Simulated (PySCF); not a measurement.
# A small calculation by hand: chemical shift, span and skew from a shielding tensor

CH3Se, SMILES C[Se] (connectivity only; charge and spin as stated), charge -1, multiplicity 1. Atoms are numbered in the order given.

```xyz
5

C      0.0000     0.0000    -1.5338
Se     0.0000     0.0000     0.4401
H      0.8858     0.5114    -1.9202
H     -0.8858     0.5114    -1.9202
H      0.0000    -1.0228    -1.9202
```
Charge -1, spin multiplicity 1.

The structure is a stationary point at PBE0-D3(BJ)/def2-TZVPD. The spin state was assumed, not searched. The isomer is the one that the SMILES or the coordinates give; other isomers of the formula were not compared.

GIAO shieldings from PySCF with HF/pcSseg-2, non-relativistic, no solvent. The symmetric part of the tensor of Se2 has the principal values 1778.4, 1778.4, 2942.0 ppm. The same nucleus in Me2Se has σ = 1901.4 ppm at this level (PySCF, at its B3LYP-D3(BJ)/def2-TZVP geometry).

**Question.** Work out the isotropic shielding, the ⁷⁷Se shift against Me2Se, the span and the skew.

**Answer.** 
σ(iso) = (σ11 + σ22 + σ33)/3 = 2166.3 ppm. δ = σ(ref) − σ(iso) = 1901.4 − (2166.3) = -264.9 ppm.
Span Ω = σ33 − σ11 = 1163.6 ppm. Skew κ = 3(σ(iso) − σ22)/Ω = 1.00, an axial tensor. Tumbling in solution averages the tensor to δ; in a static solid the shielding alone would spread this spin-1/2 line over Ω.
